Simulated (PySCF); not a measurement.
**Excited states of Mn²³⁺ (manganese, charge +23)**

Ground state 1s2, ¹S. All numbers are calculated (PySCF 2.14, scalar relativity by spin-free X2C-1e, in an uncontracted even-tempered set (18 s from 1.54 bohr⁻², ratio 2.5; 9 p from 1.88 bohr⁻², ratio 2.7; 7 d from 2.07 bohr⁻², ratio 2.7; 3 f from 160 bohr⁻², ratio 2.7)). Vertical excitation energies in eV without spin-orbit coupling; excited terms of each kind are numbered among those the solver found. Frozen: nothing.

| term | leading excitation | EOM-EE-CCSD |
| --- | --- | --- |
| 1 3S | 1s → s | 6126.6 |
| 1 1S | 1s → s | 6156.1 |
| 1 3P° | 1s → p | 6163.5 |
| 1 1P° | 1s → p | 6184.6 |
| 2 3S | 1s → s | 7257.6 |
| 2 1S | 1s → s | 7265.4 |
| 2 3P° | 1s → p | 7268.3 |
| 2 1P° | 1s → p | 7274.0 |
| 1 3D | 1s → d | 7274.6 |
| 1 1D | 1s → d | 7274.9 |
| 2 3D | 1s → d | 7657.6 |
| 2 1D | 1s → d | 7657.7 |

Only the lower part of the computed list is shown. Doubly excited terms such as np² are absent. The solver can miss terms. The 11 highest virtual orbitals were dropped.
